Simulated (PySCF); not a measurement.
Job file and geometry (Å, from GFN2-xTB) of an NMR shielding run on `C[N+]1(C)[BH2-][C@H](O)CC1`, C₅H₁₄BNO, PySCF, GIAO PBE0/pcSseg-1 NMR shielding, non-relativistic, gas phase; density fitting, a coarse starting grid and PySCF grid level 2 are the driver's defaults:

```
$ OMP_NUM_THREADS=1 python probes_run.py task.json out

{"job": {"kind": "nmr", "xc": "PBE0", "basis": "pcSseg-1"}, "charge": 0, "multiplicity": 1}
C     -1.377458    -1.171235     0.039043
N     -0.740500     0.143350     0.021021
C     -1.769870     1.171875     0.115860
B      0.381848     0.249381     1.216594
C      1.659880    -0.492010     0.505145
O      2.913238     0.157227     0.712571
C      1.320717    -0.538609    -1.012595
C      0.064057     0.305324    -1.199030
H     -0.616074    -1.944767     0.042914
H     -1.969869    -1.272669     0.945588
H     -2.027759    -1.301843    -0.830899
H     -1.307326     2.156356     0.117363
H     -2.470636     1.105561    -0.721387
H     -2.314507     1.051429     1.050218
H     -0.054162    -0.280765     2.184698
H      0.593387     1.414984     1.379298
H      1.838399    -1.514969     0.854319
H      2.736032     1.087541     0.882958
H      1.155440    -1.561852    -1.352901
H      2.151577    -0.131995    -1.588761
H      0.337562     1.359225    -1.275158
H     -0.514386     0.027845    -2.087708
```

Problem. What does the program print?

Solution. 
```
coarse grid: 17344 points
cycle   1  E = -353.1421963085  dE =  9.577e-01  |g| = 7.121e-01  |ddm| = 3.915e+00
cycle   2  E = -353.0807807086  dE =  6.142e-02  |g| = 9.512e-01  |ddm| = 1.679e+00
cycle   3  E = -353.2524532599  dE = -1.717e-01  |g| = 1.076e-01  |ddm| = 1.026e+00
cycle   4  E = -353.2547375689  dE = -2.284e-03  |g| = 4.082e-02  |ddm| = 1.312e-01
cycle   5  E = -353.2551327244  dE = -3.952e-04  |g| = 8.596e-03  |ddm| = 4.493e-02
cycle   6  E = -353.2551477791  dE = -1.505e-05  |g| = 2.999e-03  |ddm| = 1.049e-02
cycle   7  E = -353.2551498484  dE = -2.069e-06  |g| = 3.581e-04  |ddm| = 2.555e-03
final grid: 164656 points
cycle   8  E = -353.3114638688  dE = -7.975e-05  |g| = 1.203e-02  |ddm| = 4.634e-02
cycle   9  E = -353.3114403598  dE =  2.351e-05  |g| = 1.622e-02  |ddm| = 2.252e-02
cycle  10  E = -353.3114969603  dE = -5.660e-05  |g| = 1.756e-03  |ddm| = 1.317e-02
cycle  11  E = -353.3114975463  dE = -5.860e-07  |g| = 2.808e-04  |ddm| = 1.436e-03
cycle  12  E = -353.3114975606  dE = -1.432e-08  |g| = 7.410e-05  |ddm| = 2.699e-04
cycle  13  E = -353.3114975615  dE = -9.402e-10  |g| = 3.553e-05  |ddm| = 8.440e-05
cycle  14  E = -353.3114975618  dE = -2.836e-10  |g| = 5.533e-06  |ddm| = 3.379e-05
converged SCF energy = -353.3114975618

GIAO shielding tensors (ppm)
atom      isotropic    diamagn.    paramagn.     s11        s22        s33       span
  0 C      137.617     249.158    -111.541    102.446    126.663    183.742     81.296
  1 N      198.285     321.972    -123.687    171.925    196.933    225.997     54.073
  2 C      134.647     246.421    -111.774    101.266    118.224    184.451     83.185
  3 B      106.613     190.205     -83.592     87.369     98.614    133.857     46.488
  4 C      116.096     249.515    -133.419     82.418    113.388    152.482     70.064
  5 O      265.970     387.439    -121.470    223.467    276.609    297.832     74.365
  6 C      144.504     249.548    -105.045    107.665    148.499    177.347     69.682
  7 C      122.685     251.262    -128.577     84.866    112.821    170.367     85.501
  8 H       28.927      31.893      -2.967     23.996     28.326     34.457     10.461
  9 H       29.265      30.858      -1.593     25.408     26.686     35.701     10.293
 10 H       29.995      30.993      -0.998     26.163     26.959     36.862     10.699
 11 H       29.010      30.342      -1.332     24.876     26.904     35.249     10.373
 12 H       29.370      29.746      -0.376     25.611     26.386     36.111     10.500
 13 H       28.842      29.727      -0.885     24.985     26.042     35.499     10.514
 14 H       29.276      32.530      -3.254     26.240     28.547     33.042      6.802
 15 H       29.955      33.613      -3.658     26.032     29.836     33.997      7.965
 16 H       27.558      31.664      -4.106     23.085     28.914     30.675      7.590
 17 H       31.066      33.327      -2.261     22.309     30.626     40.263     17.953
 18 H       29.227      32.054      -2.827     25.532     27.928     34.220      8.688
 19 H       29.698      30.852      -1.154     26.270     27.650     35.175      8.905
 20 H       28.606      33.164      -4.558     24.100     28.347     33.371      9.272
 21 H       29.308      32.652      -3.344     24.957     28.186     34.780      9.823
```

Size and cost of the density-fitted run: 206 basis functions, 98 s wall time on 1 thread of an Intel Xeon, shared host; peak memory 0.95 GiB.
